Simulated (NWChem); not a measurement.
Species: C5H5B; SMILES C#CB(C#C)C

```xyz
11

B      0.3675     0.0142     0.0295
C     -0.4022    -1.3046    -0.0310
C     -0.9987    -2.3670    -0.0753
H     -1.5301    -3.3013    -0.1143
C     -0.4303     1.3173     0.0473
C     -1.0495     2.3675     0.0661
H     -1.6008     3.2909     0.0826
C      1.9367     0.0314     0.0187
H      2.3645     0.9249     0.4951
H      2.2379     0.0673    -1.0467
H      2.3841    -0.8801     0.4399
```
Atoms are numbered in this order, from 1.

All runs: NWChem. All runs use the structure optimised with PBE0/def2-SVP. GIAO values for the isolated, static molecule; σ is the absolute isotropic shielding, δ = σ(reference) − σ with the isolated reference molecule computed at the same levels (11B: boron trifluoride, 13C: tetramethylsilane, 1H: tetramethylsilane).

For level PBE/pcSseg-1:

δ B1 (ppm): 41.0
δ C2 (ppm): 102.0
δ C3 (ppm): 119.1
δ H4 (ppm): 4.17
δ C8 (ppm): 19.8

Problem. What are these values for level KT2/pcSseg-1?

Solution. 
| Item | Value |
|---|---|
| δ B1 (ppm) | 36.4 |
| δ C2 (ppm) | 94.3 |
| δ C3 (ppm) | 111.0 |
| δ H4 (ppm) | 4.36 |
| δ C8 (ppm) | 18.7 |
